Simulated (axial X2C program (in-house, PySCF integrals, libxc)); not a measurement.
## Working with the constants of VBr⁺

A bond curve at the CCSD(T) level, with spin–orbit coupling, was computed with an in-house relativistic program for diatomic molecules (basis Br dyall-cv3z [8s9p6d4f1g], V dyall-cv3z [10s10p6d4f2g] (cores contracted in-house)) for the state Ω = 3/2 (⟨Sz⟩ = 1.50, ⟨Lz⟩ = 0.00 at HF). Its fit gives Re = 2.2817 Å, ωe = 362.3 cm⁻¹, ωexe = 0.766 cm⁻¹ and αe = 3.421e-04 cm⁻¹; the masses are 78.9183 and 50.9440 u. Two-component means X2C with spin–orbit coupling and atomic mean-field Coulomb and Gaunt terms.

Correlated methods: 11 electrons correlated (number of frozen shells: Br 3 s, 2 p, 1 d; V 3 s, 2 p), 295 virtual spin orbitals or spinors in MP2, 90 natural virtuals in coupled cluster.

(1) Find the reduced mass, Be and the force constant.

(2) Where do the fundamental and the first overtone lie?

(3) Estimate the centrifugal constant by the Kratzer relation.

(4) A Morse curve ties αe to the other constants (Pekeris). How well does that hold?

One determinant describes the state; a PBE0 search over occupations chose it and may have missed a lower one. Coupled cluster ran in a truncated set of natural virtual spinors; the MP2 energy of the rest was added. (T) has no such correction and the atoms are truncated less, which lowers De at CCSD(T) by a hundredth of an eV or more. Other states lie close and PBE0, whose exact exchange favours high spin, may order them wrongly; the determinant shown need not be the ground state. The nearest other 2c determinant of the search, Ω = 1/2, lies 0.28 eV up at the distance of the search. With several unpaired electrons one determinant need not be a pure state. The outer-core s and p shells of the metal are frozen in the correlated rows, which leaves out core–valence correlation; for alkali and alkaline-earth bonds that tends to lengthen them. This is the top spin component of a Σ state; components of lower Ω are not single determinants and can lie lower.

## Answers

(1) From the CCSD(T) values: μ = 30.9591 u. Be = 16.8576/(μ Re²) = 0.1046 cm⁻¹. k = 5.8918×10⁻⁷ μ ωe² = 2.39 mdyn/Å.

(2) ν(1←0) = ωe − 2ωexe = 360.8 cm⁻¹; ν(2←0) = 2ωe − 6ωexe = 720.0 cm⁻¹.

(3) D = 4Be³/ωe² = 3.49e-08 cm⁻¹.

(4) αe(Morse) = 6Be²/ωe × (√(ωexe/Be) − 1) = 3.091e-04 cm⁻¹; the CCSD(T) curve gives 3.421e-04 cm⁻¹, a ratio of 0.90.
